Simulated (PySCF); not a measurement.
PySCF input for C2H5NO2Si, SMILES C1=N[SiH2]OCO1, PBE-D3(BJ)/def2-SVP. Geometry optimised at PBE-D3(BJ)/def2-SVP. The structure was generated by enumeration, and PubChem lists no compound with its InChIKey, so it may never have been made. The values are those of a single conformer.

```python
import numpy as np
from pyscf import gto, scf, dft, df
from pyscf.hessian import thermo

mol = gto.M(
    atom='''
    C     1.51742663   -0.18989516   -0.28250195
    N     0.71401552   -1.16795289   -0.46084972
    Si   -0.95305036   -0.98591465    0.03047884
    O    -1.03384967    0.60938192    0.65565811
    C    -0.17485820    1.47083150   -0.02424490
    O     1.22149534    1.09585369    0.05356096
    H     2.62070682   -0.28688432   -0.38013942
    H    -1.30275683   -1.89817933    1.16115014
    H    -1.88421844   -1.18201620   -1.13182410
    H    -0.22152394    2.47946178    0.43072790
    H    -0.42418713    1.53859070   -1.11394153
    ''',
    basis='def2-SVP',
    charge=0,
    spin=0,
    max_memory=1600,
    verbose=3,
)
mf = dft.RKS(mol, xc='pbe').density_fit(auxbasis='def2-universal-jkfit')
mf.disp = 'd3bj'
mf.grids.level = 3
mf.conv_tol = 1e-11
mf.max_cycle = 100
mf.kernel()

# [left out here: the lines that compute and print the analytic Hessian (its translational invariance restored by hand, since the grid's response is missing), thermochemistry and intensities]
```

It prints:

```
converged SCF energy = -573.179456530306

WARN: DFTD3 does not support analytical Hessian, using finite difference


WARN: Mole.unit (angstrom) is changed to Bohr

Mode                                 0                   1                   2
Irrep
Freq [cm^-1]                      156.2156            212.7714            356.1001
Reduced mass [au]                   3.6472              2.3295              2.9434
Force const [Dyne/A]                0.0524              0.0621              0.2199
Char temp [K]                     224.7595            306.1307            512.3487
Normal mode                   x     y     z       x     y     z       x     y     z
       0   C                -0.00  0.00 -0.03   -0.01 -0.01 -0.05   -0.02 -0.00  0.12
       1   N                -0.03  0.04 -0.11    0.02 -0.05  0.07   -0.05  0.05 -0.05
       2  Si                 0.01 -0.02  0.06    0.01 -0.02  0.01   -0.03 -0.05 -0.00
       3   O                -0.05  0.03 -0.09   -0.05  0.01 -0.09    0.08 -0.04 -0.02
       4   C                 0.03  0.01 -0.02    0.01  0.09  0.11    0.02  0.04  0.01
       5   O                 0.01 -0.03  0.11    0.00 -0.01 -0.05    0.03  0.05 -0.07
       6   H                -0.01 -0.00 -0.07   -0.02  0.02 -0.14   -0.00 -0.10  0.41
       7   H                 0.24  0.06  0.19   -0.04  0.05  0.05    0.11  0.00  0.09
       8   H                -0.11 -0.24  0.19    0.06 -0.12 -0.02   -0.17 -0.15  0.12
       9   H                 0.01  0.01 -0.02    0.11 -0.02  0.38    0.02 -0.00  0.11
      10   H                 0.14  0.01 -0.04   -0.02  0.41  0.14   -0.02  0.14  0.03
Mode                                 3                   4                   5
Irrep
Freq [cm^-1]                      400.8234            501.9965            659.1614
Reduced mass [au]                   4.8026              7.7011              1.5079
Force const [Dyne/A]                0.4546              1.1434              0.3860
Char temp [K]                     576.6956            722.2611            948.3865
Normal mode                   x     y     z       x     y     z       x     y     z
       0   C                -0.02 -0.06  0.07   -0.10  0.01 -0.02   -0.02 -0.01  0.03
       1   N                 0.03 -0.08 -0.09    0.01 -0.08  0.00   -0.04  0.03 -0.06
       2  Si                 0.07  0.05 -0.00    0.00 -0.01 -0.00    0.03 -0.03  0.07
       3   O                -0.03  0.04  0.03    0.15 -0.01 -0.03   -0.02  0.01 -0.05
       4   C                -0.06  0.04  0.01    0.01  0.08 -0.04   -0.00  0.02 -0.01
       5   O                -0.08 -0.06 -0.03   -0.08  0.02  0.09    0.01  0.00 -0.01
       6   H                 0.00 -0.05  0.29   -0.10  0.10 -0.10   -0.02 -0.03  0.06
       7   H                 0.17  0.06  0.04   -0.10  0.06  0.02   -0.39 -0.28 -0.26
       8   H                -0.03  0.07  0.08   -0.00  0.03 -0.01    0.24  0.49 -0.19
       9   H                 0.03  0.02  0.05   -0.07  0.09 -0.06    0.00 -0.00  0.03
      10   H                -0.11  0.09  0.02    0.02  0.06 -0.05    0.02  0.06 -0.01
Mode                                 6                   7                   8
Irrep
Freq [cm^-1]                      669.0148            717.5629            733.9808
Reduced mass [au]                   1.1039              6.4793              6.5477
Force const [Dyne/A]                0.2911              1.9656              2.0783
Char temp [K]                     962.5634           1032.4132           1056.0349
Normal mode                   x     y     z       x     y     z       x     y     z
       0   C                -0.00  0.01 -0.01    0.05 -0.00 -0.00    0.07  0.01 -0.00
       1   N                 0.03 -0.04  0.04    0.04  0.02 -0.01    0.14 -0.08 -0.09
       2  Si                -0.02 -0.00 -0.00   -0.03  0.09  0.05   -0.09 -0.03  0.02
       3   O                -0.01  0.01 -0.03    0.03 -0.14 -0.08   -0.03  0.04  0.03
       4   C                 0.01  0.01 -0.01    0.02 -0.07  0.00    0.01  0.03 -0.00
       5   O                 0.01  0.02  0.01   -0.04  0.00 -0.01    0.01  0.04  0.00
       6   H                -0.00  0.02 -0.02    0.06  0.06  0.06    0.09  0.11  0.09
       7   H                 0.45 -0.46 -0.23   -0.06  0.11  0.05   -0.24  0.03  0.03
       8   H                -0.43  0.41  0.26   -0.04  0.13  0.05   -0.08 -0.02  0.01
       9   H                -0.01  0.01  0.00   -0.07 -0.15  0.15    0.00  0.05 -0.03
      10   H                 0.03  0.02 -0.01   -0.05  0.06  0.03   -0.01 -0.00  0.00
Mode                                 9                  10                  11
Irrep
Freq [cm^-1]                      787.7080            810.3808            904.8422
Reduced mass [au]                   2.2751              2.3927              3.7217
Force const [Dyne/A]                0.8317              0.9258              1.7953
Char temp [K]                    1133.3364           1165.9575           1301.8664
[...]
       7   H                 0.49  0.27  0.39   -0.03 -0.07 -0.07   -0.09  0.16  0.10
       8   H                 0.30  0.47 -0.34   -0.06 -0.09  0.06   -0.13  0.16  0.08
       9   H                 0.02 -0.00 -0.00    0.01  0.00 -0.00    0.03  0.02  0.03
      10   H                 0.01 -0.01  0.01   -0.00 -0.01  0.00   -0.08  0.23 -0.06
Mode                                15                  16                  17
Irrep
Freq [cm^-1]                     1100.4420           1176.5165           1250.1270
Reduced mass [au]                   2.0466              5.1057              1.0572
Force const [Dyne/A]                1.4602              4.1639              0.9735
Char temp [K]                    1583.2910           1692.7453           1798.6544
Normal mode                   x     y     z       x     y     z       x     y     z
       0   C                 0.08 -0.08 -0.02   -0.07  0.09  0.02    0.01 -0.01 -0.00
       1   N                -0.03  0.02  0.01    0.04  0.02 -0.00   -0.01 -0.00  0.00
       2  Si                 0.00 -0.01 -0.00   -0.01  0.01  0.01    0.00 -0.00 -0.00
       3   O                 0.00 -0.02 -0.04   -0.04 -0.10  0.02    0.00  0.02  0.04
       4   C                 0.03  0.08  0.12    0.00  0.13 -0.02    0.00 -0.00 -0.01
       5   O                -0.06  0.02 -0.03    0.06 -0.12 -0.03   -0.01 -0.02 -0.03
       6   H                 0.09 -0.02  0.02   -0.06  0.13  0.03    0.02  0.06  0.02
       7   H                -0.03  0.01  0.00    0.03  0.00  0.01    0.00  0.00  0.01
       8   H                -0.03  0.03  0.03    0.02  0.01 -0.02    0.01 -0.01 -0.00
       9   H                -0.24  0.29 -0.34    0.06  0.19 -0.17   -0.61 -0.13  0.20
      10   H                 0.08 -0.40  0.08    0.16 -0.12 -0.05    0.68  0.17 -0.16
Mode                                18                  19                  20
Irrep
Freq [cm^-1]                     1353.5593           1383.0032           1441.3455
Reduced mass [au]                   1.1422              1.2309              1.0935
Force const [Dyne/A]                1.2329              1.3871              1.3384
Char temp [K]                    1947.4705           1989.8337           2073.7752
Normal mode                   x     y     z       x     y     z       x     y     z
       0   C                -0.01  0.04  0.01   -0.04  0.01  0.01    0.01 -0.00 -0.00
       1   N                 0.07  0.02 -0.01    0.03  0.03  0.00   -0.00 -0.00  0.00
       2  Si                -0.01  0.00  0.00    0.00 -0.01 -0.00    0.00 -0.00 -0.00
       3   O                -0.00 -0.01  0.00   -0.00  0.03 -0.01    0.00  0.01 -0.00
       4   C                 0.01  0.01  0.01    0.08  0.00 -0.01    0.01  0.07 -0.04
       5   O                -0.04  0.00 -0.01    0.03 -0.05  0.00   -0.01  0.00  0.00
       6   H                -0.13 -0.89 -0.19   -0.05 -0.03 -0.01    0.01  0.00 -0.00
       7   H                -0.00 -0.00  0.00   -0.01  0.02  0.02   -0.00  0.01  0.01
       8   H                 0.01  0.00 -0.01   -0.02  0.02  0.00   -0.01  0.01 -0.00
       9   H                 0.01  0.01 -0.00   -0.66 -0.05  0.02    0.05 -0.24  0.62
      10   H                 0.10 -0.01 -0.02   -0.58  0.03  0.14   -0.04 -0.68 -0.06
Mode                                21                  22                  23
Irrep
Freq [cm^-1]                     1676.3940           2173.4173           2219.3823
Reduced mass [au]                   8.7945              1.0416              1.0423
Force const [Dyne/A]               14.5618              2.8991              3.0248
Char temp [K]                    2411.9577           3127.0636           3193.1970
Normal mode                   x     y     z       x     y     z       x     y     z
       0   C                 0.12  0.17  0.03    0.00  0.00  0.00   -0.00 -0.00 -0.00
       1   N                -0.12 -0.12 -0.02   -0.00 -0.00 -0.00    0.00  0.00  0.00
       2  Si                 0.00  0.00 -0.00   -0.02 -0.00 -0.03    0.01  0.02 -0.03
       3   O                -0.01 -0.01  0.00   -0.00 -0.00  0.00    0.00  0.00 -0.00
       4   C                 0.03  0.01 -0.01    0.00  0.00 -0.00   -0.00 -0.00  0.00
       5   O                -0.01 -0.02 -0.00    0.00 -0.00 -0.00    0.00  0.00  0.00
       6   H                 0.11 -0.10 -0.03    0.00 -0.00  0.00   -0.00  0.00  0.00
       7   H                 0.03 -0.02  0.01   -0.00  0.01 -0.02   -0.22 -0.60  0.74
       8   H                 0.02 -0.01 -0.03    0.61  0.12  0.76    0.01  0.01 -0.00
       9   H                -0.07  0.01 -0.02   -0.00  0.00  0.00    0.00 -0.00 -0.00
      10   H                -0.08  0.01  0.02   -0.01 -0.00 -0.01   -0.00 -0.00 -0.00
Mode                                24                  25                  26
Irrep
Freq [cm^-1]                     2890.0450           3024.9765           3054.0304
Reduced mass [au]                   1.0713              1.0914              1.0978
Force const [Dyne/A]                5.2718              5.8838              6.0326
Char temp [K]                    4158.1313           4352.2676           4394.0697
Normal mode                   x     y     z       x     y     z       x     y     z
       0   C                -0.00 -0.00  0.00   -0.08  0.00  0.01    0.00 -0.00 -0.00
       1   N                 0.00  0.00  0.00    0.00  0.00  0.00   -0.00  0.00  0.00
       2  Si                 0.00 -0.00 -0.00    0.00  0.00 -0.00   -0.00 -0.00 -0.00
       3   O                 0.00  0.00 -0.00   -0.00  0.00  0.00    0.00  0.00 -0.00
       4   C                -0.02  0.02 -0.07    0.00  0.00  0.00   -0.00  0.07  0.05
       5   O                -0.00  0.00  0.00   -0.00  0.00  0.00   -0.00 -0.00 -0.00
       6   H                 0.02 -0.00 -0.00    0.94 -0.09 -0.09   -0.05  0.00  0.00
       7   H                 0.00  0.00  0.00   -0.00 -0.00  0.00    0.00  0.00 -0.00
       8   H                 0.00  0.00  0.01   -0.00 -0.00 -0.00    0.00  0.00  0.00
       9   H                 0.00 -0.16 -0.09    0.00 -0.04 -0.02    0.04 -0.85 -0.40
      10   H                 0.21 -0.04  0.92   -0.01  0.00 -0.02   -0.04  0.01 -0.15
temperature 298.1500 [K]
pressure 101325.00 [Pa]
Rotational constants [GHz] 4.79651 3.51573 2.17248
Symmetry number 1
Zero-point energy (ZPE) 0.07430 [Eh]   195074.866 [J/mol]
                           tot       elec      trans        rot        vib
Entropy [J/mol/K]       318.286      0.000    166.567    111.192     40.527
Cv [J/mol/K]             89.364      0.000     12.472     12.472     64.421
Cp [J/mol/K]             97.679      0.000     20.786     12.472     64.421
Internal energy [J/mol]                      3718.434   3718.434 202776.953
Internal energy [Eh]   -573.09939  -573.17946
Enthalpy [J/mol]                             6197.391   3718.434 202776.953
Enthalpy [Eh]          -573.09845
Gibbs free energy [J/mol]                  -43464.595 -29433.454 190693.806
Gibbs free energy [Eh] -573.13459
mode   freq/cm-1   IR/(km/mol)
   1      156.22         2.891
   2      212.77         3.901
   3      356.10         5.147
   4      400.82        17.792
   5      502.00         7.682
   6      659.16        86.303
   7      669.01         5.718
   8      717.56        30.662
   9      733.98        29.080
  10      787.71         4.425
  11      810.38        21.327
  12      904.84        94.286
  13      938.31       157.199
  14      950.60         4.878
  15     1071.26       211.742
  16     1100.44        38.707
  17     1176.52       265.858
  18     1250.13         1.668
  19     1353.56         1.372
  20     1383.00         0.920
  21     1441.35         3.574
  22     1676.39       376.738
  23     2173.42       127.874
  24     2219.38        98.434
  25     2890.05        63.775
  26     3024.98        43.249
  27     3054.03        25.525
max |gradient| / (hartree/bohr): 4.497942061111284e-05
APT charges: [ 0.8506 -0.9101  1.4771 -0.8732  0.8345 -0.7811 -0.002  -0.2414 -0.2744
 -0.0185 -0.0613]
```

The calculation finished and met its thresholds.

Cost: around 110 core-seconds (rough).
